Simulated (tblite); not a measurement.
Species: B₂Cl₂GeH₄.
Numbering: `[BH2:1][GeH2:2][B:3]([Cl:4])[Cl:5]` (hydrogens: H6, H7 on B1; H8, H9 on Ge2)

Computed with GFN2-xTB (tblite), gas phase: L-BFGS steps from a force-field or distance-geometry start until the largest atomic force falls under 0.01 eV/Å.

Step 11: E = -423.5070 eV
```
atom  x, y, z in Å  |  force x, y, z in eV/Å
B1      1.6832   -0.4197    0.3495   -0.044  -0.049   0.031
Ge2     0.1561    0.5907   -0.4338   -0.161   0.093  -0.011
B3     -1.6484   -0.2416    0.0683    0.055   0.034  -0.033
Cl4    -2.4093    0.2150    1.5331    0.074  -0.028  -0.106
Cl5    -2.3755   -1.4724   -0.8743    0.077   0.093   0.044
H6      1.9360   -0.2916    1.4836    0.056  -0.054  -0.085
H7      2.2793   -1.1806   -0.3012    0.074  -0.029   0.085
H8      0.1350    2.0046    0.0714   -0.056   0.005  -0.011
H9      0.2571    0.8016   -1.9219   -0.075  -0.064   0.088
```

Step 12: E = -423.5101 eV
```
atom  x, y, z in Å  |  force x, y, z in eV/Å
B1      1.6788   -0.4258    0.3500    0.024  -0.026   0.050
Ge2     0.1519    0.5941   -0.4326   -0.069   0.082  -0.026
B3     -1.6445   -0.2415    0.0673    0.007   0.042  -0.013
Cl4    -2.4075    0.2160    1.5313    0.069  -0.030  -0.094
Cl5    -2.3729   -1.4697   -0.8753    0.069   0.070   0.031
H6      1.9408   -0.2934    1.4848    0.014  -0.062  -0.149
H7      2.2859   -1.1841   -0.2989    0.002   0.017   0.107
H8      0.1297    2.0107    0.0716   -0.046  -0.033  -0.021
H9      0.2514    0.7998   -1.9234   -0.070  -0.060   0.116
```

Step 13: E = -423.5126 eV
```
atom  x, y, z in Å  |  force x, y, z in eV/Å
B1      1.6768   -0.4295    0.3504    0.041  -0.002   0.031
Ge2     0.1477    0.5975   -0.4317    0.038   0.048  -0.015
B3     -1.6395   -0.2410    0.0669   -0.028   0.049  -0.006
Cl4    -2.4053    0.2163    1.5277    0.049  -0.017  -0.044
Cl5    -2.3693   -1.4651   -0.8758    0.052   0.025  -0.003
H6      1.9450   -0.2972    1.4842   -0.011  -0.052  -0.149
H7      2.2910   -1.1879   -0.2945   -0.045   0.042   0.100
H8      0.1231    2.0148    0.0699   -0.036  -0.039  -0.018
H9      0.2439    0.7981   -1.9223   -0.060  -0.054   0.103
```

Step 14: E = -423.5143 eV
```
atom  x, y, z in Å  |  force x, y, z in eV/Å
B1      1.6779   -0.4307    0.3508    0.011   0.022  -0.011
Ge2     0.1467    0.6002   -0.4309    0.103   0.007   0.015
B3     -1.6347   -0.2405    0.0674   -0.035   0.052  -0.014
Cl4    -2.4034    0.2166    1.5236    0.024   0.001   0.014
Cl5    -2.3657   -1.4601   -0.8765    0.034  -0.017  -0.036
H6      1.9479   -0.3023    1.4821   -0.014  -0.030  -0.090
H7      2.2936   -1.1911   -0.2889   -0.052   0.035   0.065
H8      0.1159    2.0169    0.0667   -0.025  -0.022  -0.005
H9      0.2354    0.7970   -1.9196   -0.046  -0.048   0.062
```

Problem. Estimate the geometry and energy of step 15. (The exact step hangs on the optimiser's Hessian estimate; all steps are aligned on step 14, rigid shifts and turns removed.)

Solution. E = -423.5154 eV, largest force 0.108 eV/Å
```
atom  x, y, z in Å  |  force x, y, z in eV/Å
B1      1.6799   -0.4302    0.3507   -0.024   0.035  -0.040
Ge2     0.1487    0.6016   -0.4302    0.099  -0.019   0.038
B3     -1.6317   -0.2396    0.0680   -0.025   0.046  -0.025
Cl4    -2.4023    0.2169    1.5213    0.009   0.012   0.047
Cl5    -2.3629   -1.4568   -0.8778    0.027  -0.032  -0.049
H6      1.9493   -0.3065    1.4798   -0.006  -0.008  -0.019
H7      2.2938   -1.1931   -0.2842   -0.035   0.010   0.021
H8      0.1102    2.0176    0.0638   -0.014  -0.001   0.007
H9      0.2284    0.7961   -1.9167   -0.032  -0.043   0.020
```

The energy changes by -0.0010 eV. The first-order estimate −F·Δx gives -0.0015 eV and the mean of the old and new forces, exact on a quadratic surface, -0.0010 eV. The step makes an angle of 60° with the force vector and moves no atom by more than 0.008 Å.

What follows is the cost of the whole relaxation. Time: 0.28 s wall. Hardware: one thread of an Arm Neoverse V1, shared host with 32 logical CPUs at a one-minute load of 3.9.
